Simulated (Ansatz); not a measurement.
Stepwise reaction of `COB(S)S` with hydrogen chloride, as a gas-phase model of exchange steps in deposition or etching. ΔE in kJ/mol.

Program: Ansatz. Geometries: PBE0-D4/def2-TZVP. ΔE: electronic, gas phase. CCSD(T)/CBS adds triple-zeta CCSD(T) − MP2 to the extrapolated MP2 energy (def2 sets, frozen cores). This one scheme is used for every species. DFT in def2-TZVPP. B3LYP here is the variant with VWN-RPA as its local correlation; programs differ in this. One conformer a species, not always the lowest.

| step | reaction | PBE-D4 | B3LYP-D4 | ωB97M-V | CCSD(T)/CBS |
| --- | --- | --- | --- | --- | --- |
| 2 | `COB(S)Cl` + HCl → `COB(Cl)Cl` + H₂S | -12.4 | -14.9 | -16.1 | -13.3 |

(1) Give the row of step 1, `COB(S)S` + HCl → `COB(S)Cl` + H₂S. (Estimate.)

(2) By hand: ΔE of the 2 steps together at CCSD(T)/CBS.

## Answers

(1) The calculation gave: 
```
step                            reaction  PBE-D4  B3LYP-D4  ωB97M-V  CCSD(T)/CBS
   1  `COB(S)S` + HCl → `COB(S)Cl` + H₂S   -19.8     -23.6    -25.1        -21.6
```

(2) (-21.6) + (-13.3) = -34.9 kJ/mol, or -17.5 kJ/mol a step.

In ΔE each step is higher than the one before. All are downhill at CCSD(T)/CBS. PBE-D4 differs from CCSD(T)/CBS by 0.9 to 1.8 kJ/mol a step. Isolated molecules leave out the surface, adducts and barriers. Largest T1 diagnostic: 0.013.
